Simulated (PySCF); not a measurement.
**Basis set benchmark on one molecule**

Molecule: SMILES C(CC)OC(C)=O, C5H10O2.

Atom-mapped SMILES (the numbers label the heavy atoms): `[CH3:1][CH2:2][CH2:3][O:4][C:5]([CH3:6])=[O:7]`. Each H is labelled by its parent atom.

Geometry PBE0-D3(BJ)/def2-SVP throughout; GIAO in PySCF 2.14.0 with density-fitted response routines, gas phase, one conformer, non-relativistic; equivalent atoms averaged; functional PBE0.

Reference values (measured; solution, not stated per compound (mostly CDCl3 or CCl4); Pretsch, Buehlmann, Badertscher, Structure Determination of Organic Compounds, 4th ed. (2009)): δ(C3) = 66.2 ppm, δ(C2) = 22.4 ppm, δ(C1) = 10.5 ppm, δ(H(C3)) = 4.02 ppm, δ(H(C2)) = 1.65 ppm, δ(H(C1)) = 0.95 ppm. Computed shifts are taken against TMS, calculated as an isolated molecule at each level.

Task: How do the basis sets STO-3G, pcSseg-0, 6-31G, 6-31G*, cc-pVDZ, def2-SVP, pcSseg-1, 6-311+G(2d,p), aug-cc-pVDZ, def2-TZVP perform against the reference? Times are CPU seconds on shared hosts with different chips, so compare them loosely.

Result: 
| basis set | functions | C3 | C2 | C1 | H(C3) | H(C2) | H(C1) | mean abs. error C | mean abs. error H | core-s |
| --- | --- | --- | --- | --- | --- | --- | --- | --- | --- | --- |
| STO-3G | 45 | 55.2 | 24.1 | 18.7 | 2.74 | 1.02 | 0.77 | 7.0 | 0.70 | 11 |
| pcSseg-0 | 83 | 67.6 | 23.2 | 12.2 | 4.05 | 1.53 | 0.95 | 1.3 | 0.05 | 12 |
| 6-31G | 83 | 62.5 | 22.7 | 11.6 | 4.13 | 1.77 | 0.99 | 1.7 | 0.09 | 13 |
| 6-31G* | 118 | 62.4 | 22.6 | 11.0 | 3.89 | 1.66 | 0.84 | 1.5 | 0.08 | 19 |
| cc-pVDZ | 148 | 64.2 | 25.0 | 11.8 | 3.77 | 1.46 | 0.76 | 2.0 | 0.21 | 27 |
| def2-SVP | 148 | 62.7 | 22.1 | 10.5 | 3.67 | 1.36 | 0.70 | 1.3 | 0.30 | 25 |
| pcSseg-1 | 169 | 66.7 | 24.1 | 10.9 | 3.81 | 1.50 | 0.86 | 0.9 | 0.15 | 38 |
| 6-311+G(2d,p) | 249 | 65.7 | 24.3 | 10.0 | 3.86 | 1.58 | 0.81 | 1.0 | 0.12 | 50 |
| aug-cc-pVDZ | 251 | 63.6 | 24.7 | 10.2 | 3.96 | 1.62 | 0.90 | 1.7 | 0.05 | 61 |
| def2-TZVP | 277 | 67.3 | 25.1 | 10.8 | 3.84 | 1.58 | 0.81 | 1.4 | 0.13 | 69 |

For ¹³C the closest is pcSseg-1 (0.9 ppm, with 6-311+G(2d,p) practically level) and the furthest STO-3G (7.0 ppm).

For ¹H the closest is aug-cc-pVDZ (0.05 ppm, with pcSseg-0 practically level) and the furthest STO-3G (0.70 ppm). Where a smaller basis beats a larger one, errors probably cancel. One molecule is a small sample, and vibrational and solvent effects are absent from the calculation.

A small basis that lands close on one nucleus may do so by chance; judge by the trend and by all nuclei.
